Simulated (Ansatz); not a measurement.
Al₉As₉H₂₄, a nanocrystal cut from wurtzite AlAs (hydrogen-capped), 42 atoms. Hardware: 4 threads of AMD EPYC 7R13 on a shared host and a share (37 GiB) of an NVIDIA H100 80GB HBM3.

Single mean-field runs in def2-SVP, def2-TZVP are fitted with def2-universal-jkfit.

**Question.** How many basis functions does each of these Ansatz runs have, and roughly what does it cost? PBE0-D4/def2-TZVP, charge 1 doublet at the geometry of the charge 0 singlet, energy; PBE-D4/def2-SVP, charge 0 singlet, energy, from earlier orbitals; PBE0-D4/def2-TZVP, charge -1 doublet at the geometry of the charge 0 singlet, energy; PBE0-D4/def2-TZVP, charge 0 triplet at the geometry of the charge 0 singlet, energy; PBE-D4/def2-TZVP, charge 0 singlet, energy and forces, from earlier orbitals; PBE0-D4/def2-SVP, charge 0 singlet, energy, from earlier orbitals; PBE-D4/def2-TZVP, charge 0 triplet at the geometry of the charge 0 singlet, energy, from earlier orbitals; PBE-D4/def2-TZVP, charge -1 doublet at the geometry of the charge 0 singlet, energy, from earlier orbitals; PBE-D4/def2-SVP, charge 0 singlet, relaxation, 7 steps; r2SCAN-D4/def2-TZVP, charge 0 singlet, energy and forces, from earlier orbitals; PBE0-D4/def2-TZVP, charge 0 singlet, energy, from earlier orbitals; PBE-D4/def2-TZVP, charge 1 doublet at the geometry of the charge 0 singlet, energy, from earlier orbitals.

**Answer.** Other jobs shared the machine, so times can vary by a factor of up to 3. A dash marks memory too small to be measured apart from the calling script's.

```tsv
run	functions	fitting or Cholesky vectors	wall time	peak host memory (GiB)
PBE-D4/def2-SVP, charge 0 singlet, energy, from earlier orbitals	570	3978	11 s	–
PBE-D4/def2-TZVP, charge 0 singlet, energy and forces, from earlier orbitals	909	3978	11 s	–
PBE0-D4/def2-SVP, charge 0 singlet, energy, from earlier orbitals	570	3978	13 s	–
r2SCAN-D4/def2-TZVP, charge 0 singlet, energy and forces, from earlier orbitals	909	3978	15 s	–
PBE0-D4/def2-TZVP, charge 0 singlet, energy, from earlier orbitals	909	3978	16 s	–
PBE-D4/def2-TZVP, charge -1 doublet at the geometry of the charge 0 singlet, energy, from earlier orbitals	909	3978	18 s	1.6
PBE-D4/def2-TZVP, charge 1 doublet at the geometry of the charge 0 singlet, energy, from earlier orbitals	909	3978	27 s	1.6
PBE-D4/def2-TZVP, charge 0 triplet at the geometry of the charge 0 singlet, energy, from earlier orbitals	909	3978	36 s	1.6
PBE0-D4/def2-TZVP, charge -1 doublet at the geometry of the charge 0 singlet, energy	909	3978	39 s	1.7
PBE-D4/def2-SVP, charge 0 singlet, relaxation, 7 steps	570	3978	45 s	–
PBE0-D4/def2-TZVP, charge 0 triplet at the geometry of the charge 0 singlet, energy	909	3978	60 s	1.7
PBE0-D4/def2-TZVP, charge 1 doublet at the geometry of the charge 0 singlet, energy	909	3978	74 s	1.7
```
